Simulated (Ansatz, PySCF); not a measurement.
Gas-phase reaction (SMILES): NB(Br)Br + F (HF) -> FB(Br)Br + N (NH3); hydrogen fluoride cleaves one B-N bond, a model of a ligand-exchange step.

Geometries: B3LYP-D3(BJ)/def2-TZVP minima from Ansatz (a program for electronic structure), one conformer each, not searched for the lowest. Valence correlation only, unless marked. No spin-orbit coupling. Frozen are the shells of the preceding noble gas and the d and f shells that filled before the atom's block. Non-relativistic. Basis-set limits of correlation are two-point, X^-3; Hartree-Fock from the larger set (for Q and 5 zeta extrapolated as (X+1)exp(-9√X)). Thermal terms are rigid-rotor harmonic-oscillator values from B3LYP-D3(BJ) frequencies (Ansatz or PySCF) at 298.15 K and 1 atm. 1 Eh = 627.5095 kcal/mol.

```
species   E, CCSD(T)/CBS(cc-pVQZ,cc-pV5Z) (Ansatz) (Eh)  E, B3LYP-D3(BJ)/def2-TZVPD (Ansatz + dftd3) (Eh)  H - E (Eh)
--------  ---------------------------------------------  ------------------------------------------------  ----------
NB(Br)Br                                    -5226.18698                                       -5229.34661     0.03873
F (HF)                                       -100.39528                                        -100.49389     0.01259
FB(Br)Br                                    -5270.07738                                       -5273.25275     0.01343
N (NH3)                                       -56.50471                                         -56.58902     0.03799
```

Task: Work out ΔE and ΔH at 298.15 K at the first level, then ΔH at the second.

Result: 
1. ΔE = [(-5270.07738) + (-56.50471)] - [(-5226.18698) + (-100.39528)] = 0.00017 Eh = 0.1 kcal/mol at CCSD(T)/CBS(cc-pVQZ,cc-pV5Z).
2. The terms H - E add up to 0.00010 Eh, so ΔH = (0.00017 + (0.00010))×627.5095 = 0.2 kcal/mol.
3. At B3LYP-D3(BJ)/def2-TZVPD the same steps give ΔE = -0.8 and ΔH = -0.7 kcal/mol, a shift of -0.9 from the first level.
4. These values are not checked against measurement here, since the tables used lack a sound gas-phase enthalpy of formation for at least one species.
